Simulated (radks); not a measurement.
The numbers below are computed, except where a source is named.
Charge is removed step by step from the 3p down level of Mn+, starting from [Ne] 3s2 3p(up 3, down 3) 3d5 4s1. Code: a radial shooting solver on a logarithmic mesh with Libxc functionals. Model: non-relativistic Kohn-Sham, LDA (Slater exchange, Perdew-Wang correlation), spin-polarised, spherical densities, point nucleus; open shells are filled with parallel spins first.

removed (e),E - E(0) (eV),eigenvalue (eV),E minus straight line (eV)
0,0.000,-58.866,0.000
0.125,7.473,-60.709,-0.855
0.25,15.179,-62.601,-1.477
0.375,23.125,-64.539,-1.860
0.5,31.316,-66.520,-1.998
0.625,39.757,-68.541,-1.885
0.75,48.453,-70.599,-1.517
0.875,57.408,-72.691,-0.891
1,66.627,-74.816,0.000

Removing the whole electron costs 66.627 eV by Delta-SCF, against 58.866 eV from minus the eigenvalue at the starting occupation. Slater's transition state (half an electron removed) gives 66.520 eV. Integrating minus the eigenvalue over the occupation (Janak's theorem) gives 66.627 eV. The mean slope of the eigenvalue, de/dn, is 15.9 eV per electron.
